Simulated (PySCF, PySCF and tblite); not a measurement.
A run on one conformer of C₇H₁₄O₄, numbered as in [CH3:1][O:2][CH2:3][CH2:4][O:5][CH2:6][CH2:7][O:8][C:9]([CH3:10])=[O:11], from an ensemble study. The sound level was wB97X-D/6-31G* on GFN2-xTB geometries.

Input:

```
{"job": {"xc": "wB97X-D", "basis": "6-31G*", "scf": {"max_cycle": 89}, "kind": "nmr", "pop": false}, "charge": 1, "multiplicity": 1}
C     -3.666436     1.379814    -0.419179
O     -3.775516     0.312173     0.494446
C     -3.080055    -0.844586     0.111092
C     -1.556881    -0.733437     0.263390
O     -1.015133    -0.103310    -0.883260
C      0.374525    -0.222890    -1.020964
C      1.159289     0.646637    -0.023924
O      2.538548     0.693079    -0.368442
C      3.290019    -0.359634    -0.011973
C      4.714132    -0.172644    -0.458162
O      2.862854    -1.312980     0.581916
H     -4.072728     1.098101    -1.397980
H     -2.627865     1.694456    -0.550752
H     -4.251702     2.197447    -0.002644
H     -3.444935    -1.631965     0.774759
H     -3.308561    -1.107758    -0.931255
H     -1.127190    -1.739287     0.367702
H     -1.332684    -0.158387     1.171394
H      0.600539     0.113417    -2.037021
H      0.689123    -1.270609    -0.907795
H      1.056047     0.248870     0.991035
H      0.804884     1.678440    -0.064087
H      5.351237    -0.898282     0.037446
H      5.040620     0.839541    -0.238260
H      4.766935    -0.322062    -1.534539
```

Command: OMP_NUM_THREADS=1 python ens_run.py task.json out

Output:

```
RuntimeError: Electron number 87 and spin 0 are not consistent
Note mol.spin = 2S = Nalpha - Nbeta, not 2S+1
```

Question: What is wrong with this calculation?

Answer: The setting at fault: wrong charge. The input was rejected before any iteration.
